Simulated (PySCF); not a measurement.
# Ionising SeCl

UHF-CCSD; basis Se x2c-SVPall, Cl x2c-SVPall; spin-free X2C with a Gaussian nucleus; PySCF 2.14. Neutral (UHF): doublet (π ↑), Re = 2.170 Å, ωe = 420 cm⁻¹, De = 1.95 eV.

SeCl⁺ (UHF): triplet (π ↑↑), Re = 2.070 Å, ωe = 487 cm⁻¹, De = 2.06 eV to Se⁺ + Cl. The energies at the minima are -2888.75117 hartree for SeCl and -2888.42496 for SeCl⁺.

Question: Work out the adiabatic ionisation energy, without and with harmonic zero-point energies (1 hartree = 27.2114 eV, 1 eV = 8065.5 cm⁻¹), and the change of the bond length.

Answer: At UHF-CCSD: 0.32621 hartree = 8.877 eV between the minima; the zero-point term (487.0 − 420.0)/2 cm⁻¹ = +0.004 eV makes it 8.881 eV. Re changes by -10.0 pm against the neutral. The electron leaves a π orbital, and the shorter bond of the ion fits an antibonding orbital, or a change in how ionic the bond is.

Correlated steps freeze 14 core orbitals. Correlated levels converge slowly with the basis: in double zeta they bind strong bonds too weakly, by up to about 1 eV, and carry superposition errors of some tenths. Spin–orbit coupling is left out. For an ion De counts to the pair picked by the measured ionisation energies or electron affinities, which need not be the lowest pair at this level. States were picked by a PBE0 search and need not be the measured ground states.
